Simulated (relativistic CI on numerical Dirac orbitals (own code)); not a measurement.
## One change at a time: W63+

Base calculation: Dirac-Coulomb-Breit CI, KLI orbitals optimised for each configuration, model QED, unscaled Slater integrals.

Configuration list (outside the closed core [Ne]): 3s, 3p, 3d, 4s, 4p, 4d, 4f, 5s, 5p, 5d, 5f, 5g, 6s, 6p, 6d, 7s, 7p. Levels of other configurations are missing.

Variants: (1) QED terms removed; (2) one mean potential for all configurations. Shifts of the energy above 3s 2S_1/2, in eV, for the lowest level and the first level of each name with at least 55 % of one term (blank where a level changes its place among those of its configuration and J or its character, or is not in the variant):

| Level | Base | Δ(1) | Δ(2) |
| --- | --- | --- | --- |
| 3s 2S_1/2 | 0.00 | 0.00 | 0.00 |
| 3p 2P°_1/2 | 159.80 | +4.83 | +0.17 |
| 3p 2P°_3/2 | 533.60 | +4.45 | +0.16 |
| 3d 2D_3/2 | 720.46 | +5.35 | +0.05 |
| 3d 2D_5/2 | 805.39 | +5.14 | +0.05 |
| 4s 2S_1/2 | 3251.82 | +3.08 | -0.24 |
| 4p 2P°_1/2 | 3317.81 | +5.05 | -0.17 |
| 4p 2P°_3/2 | 3470.86 | +4.89 | -0.17 |
| 4d 2D_3/2 | 3541.75 | +5.25 | -0.23 |
| 4d 2D_5/2 | 3578.46 | +5.16 | -0.23 |
| 4f 2F°_5/2 | 3615.58 | +5.23 | -0.36 |
| 4f 2F°_7/2 | 3631.71 | +5.18 | -0.35 |
| 5s 2S_1/2 | 4698.49 | +4.14 | -0.29 |
| 5p 2P°_1/2 | 4731.60 | +5.12 | -0.24 |

At this charge energies of transitions that change n are usually good to better than 1 %, and those within a shell (Δn = 0) to a few per cent.

Ionisation energy from the two ground configurations alone: base 7130.39 eV; QED terms removed 7135.61 eV. The NIST ASD value (semi-empirical) is 7130 eV.
